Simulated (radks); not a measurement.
Values are calculated unless marked as measured or tabulated.
Q: The mean radii <r> (bohr) of the occupied orbitals of an atom or ion are listed with their occupations. Code: a radial shooting solver on a logarithmic mesh with Libxc functionals. Model: Dirac Kohn-Sham, BLYP, spin-unpolarised, spherical densities, finite nucleus; Fermi nuclear charge, rms radius of each element as measured or else 0.836 A^(1/3) + 0.57 fm.

orbital  occ.      <r>
1s1/2       2  0.03427
2s1/2       2   0.1469
2p1/2       2   0.1249
2p3/2       4   0.1293
3s1/2       2   0.3602
3p1/2       1   0.3446

Name the element and its charge. Open shells, if any, fill j = l - 1/2 first.

A: Z = 43, technetium, charge +30: Tc30+ in [Ne] 3s2 3p1. The 1s radius gives Z: for a bare nucleus <r> = (2 gamma + 1)/(2Z) with gamma = sqrt(1 - (Z/c)^2), 0.03371 bohr for Z = 43, and screening makes it slightly larger (0.03427 here). The occupations add up to 13, and the charge is Z minus that.
